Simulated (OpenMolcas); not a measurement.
**Kr4+: effect of the basis set**

* Program: OpenMolcas
* Method: RASSCF
* Active space: 2 electrons in 9 orbitals (RAS2 4p; RAS3 4d 5s, at most 1 electron)
* State averaging: 2S+1 = 3 even, 3 roots; 2S+1 = 1 even, 6 roots; 2S+1 = 3 odd, 18 roots; 2S+1 = 1 odd, 18 roots
* Spin-orbit coupling: state interaction with AMFI integrals over the reference wave functions, term energies averaged over their components

A. ANO-RCC-VQZP [7s6p4d2f1g], DKH2, point nucleus; cost about 23 core-seconds
B. ANO-R3 [7s6p5d4f2g1h], X2C, finite nucleus; cost about 40 core-seconds
C. ANO-RCC [9s8p6d4f2g], DKH2, point nucleus; cost roughly 90 core-seconds

Energies in cm⁻¹ above 4s² 4p² ³P₀, the measured ground level; measured values from Saloman, J. Phys. Chem. Ref. Data 36, 215 (2007).

```tsv
Level	A	B	C	Measured
4s² 4p² ³P₀	0.0	0.0	0.0	0.0
4s² 4p² ³P₁	3166	3158	3189	3743
4s² 4p² ³P₂	6966	6945	7008	7595
4s² 4p² ¹D₂	21909	21829	21956	19723
4s² 4p² ¹S₀	45602	45444	45655	39204
4s² 4p 4d ³F°₂	187673	189200	187580	190279
4s² 4p 4d ³F°₃	190685	192296	190600	192949
4s² 4p 4d ³F°₄	194427	196045	194374	
4s² 4p 4d ¹D°₂	196477	197930	196612	
4s² 4p 4d ³P°₂ [73 %]	208937	211894	208894	
4s² 4p 4d ³P°₁ [51 %]	209564	212643	209500	
4s² 4p 4d ³P°₀	212696	215473	212651	
4s² 4p 4d ³D°₁ [51 %]	213782	216803	213745	
4s² 4p 4d ³D°₂	214554	217709	214527	
4s² 4p 4d ³D°₃	214585	217917	214566	
4s² 4p 4d ¹P°₁	236610	242498	236429	
4s² 4p 5s ³P°₀	238439	244248	238399	
4s² 4p 5s ³P°₁	240108	245876	240038	240926
4s² 4p 4d ¹F°₃	241566	247828	241286	234121
4s² 4p 5s ³P°₂	245376	251149	245380	246798
4s² 4p 5s ¹P°₁	250210	256079	250132	250993
```

Deviations, from unrounded energies. A percentage is the sum of absolute deviations over the sum of measured energies, with the sign that they share, or ± where signs differ.

| Against measurement | Levels | A | B | C |
| --- | --- | --- | --- | --- |
| mean absolute deviation (cm-1) | 10 | 2500 | 3900 | 2500 |
| fine structure of the ground term (%) | 2 | -10.6 | -10.9 | -10.1 |
| other terms of the ground configuration (%) | 2 | +14.6 | +14.2 | +14.7 |
| other configurations (%) | 6 | ±1.1 | ±2.2 | ±1.1 |

A, C lie about equally close to measurement and B furthest from it. The largest miss of A in the table is 4s² 4p 4d ¹F°₃, by +7400 cm-1. The ranking rests on the paired levels alone, and a cruder setting can come out closer through cancelling errors.

Among A to C the level of the table that moves most is 4s² 4p 4d ¹F°₃, by 6500 cm-1 (lowest in C, highest in B).

ANO sets are built for valence states and can reach diffuse excited orbitals poorly, and with the s shell closed the s pⁿ⁺¹ terms that mix with these levels are absent. With the s shell closed, the reference lacks s² → p² mixing. Computed and measured levels are paired by configuration, term and J; levels that our copy of the source lacks, or whose pairing is in doubt (as where it misses far off the trend of its configuration), stay unpaired and out of the deviations. Levels of configurations outside the active space are missing.

A share in square brackets marks a mixed level and gives the weight of the term that names it, the lowest over the columns. ° marks odd parity.
